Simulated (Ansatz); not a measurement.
trimethyl amine (C₃H₉N), singlet, geometry from GFN2-xTB; Ansatz (an electronic-structure program) with HF/3-21G.

Ansatz was given this input:
Ansatz 0.2 input:
```yaml
crystal:
  periodic: [false, false, false]
  atoms:
    - {symbol: N, position_ang: [-0.00261790, 0.00013854, 0.37401739]}
    - {symbol: C, position_ang: [-0.00152192, 1.37970834, -0.06300031]}
    - {symbol: C, position_ang: [1.19627023, -0.68818901, -0.05385049]}
    - {symbol: C, position_ang: [-1.19343643, -0.69158875, -0.07057579]}
    - {symbol: H, position_ang: [0.00601956, 1.47958855, -1.16082857]}
    - {symbol: H, position_ang: [0.87937092, 1.88014242, 0.33668072]}
    - {symbol: H, position_ang: [-0.88934309, 1.87762614, 0.32430169]}
    - {symbol: H, position_ang: [1.29087415, -0.73861551, -1.15101370]}
    - {symbol: H, position_ang: [1.18494027, -1.70346684, 0.34014693]}
    - {symbol: H, position_ang: [2.06712214, -0.17042002, 0.34575384]}
    - {symbol: H, position_ang: [-1.27253017, -0.74226236, -1.16895468]}
    - {symbol: H, position_ang: [-2.07126594, -0.17630754, 0.31678972]}
    - {symbol: H, position_ang: [-1.18473380, -1.70683808, 0.32356185]}
basis:
  gaussian:
    orbitals: 3-21G.json
    point_charges:
      - {charge: 1.0, position_ang: [-4.1687, -2.5134, -1.6889]}
hamiltonian:
  xc: hf
```
The basis file holds 3-21G in the JSON format of the Basis Set Exchange.

**Question.** Predict the main parts of the log of this Ansatz run.

**Answer.** 
```
Functional definition: HF
695 factors; integrals over basis functions are off by at most 9.9e-4 eV
mean field evaluation 1: about -4687.0537 eV, gradient 2.1e1 eV
mean field evaluation 2: about -4687.5327 eV, gradient 2.1e1 eV
mean field evaluation 4: about -4688.7616 eV, gradient 2.7e0 eV
mean field evaluation 8: about -4688.7755 eV, gradient 1.5e-1 eV
mean field -4688.77564871 eV, -172.3093269238 hartree, gradient 4.2e-5 eV, S^2 0.000000; 0 other end points of the search recorded, 0 dependent functions left out
reference -4688.77564871 eV, -172.3093269238 hartree; 17, 17 occupied and 37, 37 virtual orbitals, 695 factors
Total energy: -4688.77564871 eV, -172.3093269238 hartree
```
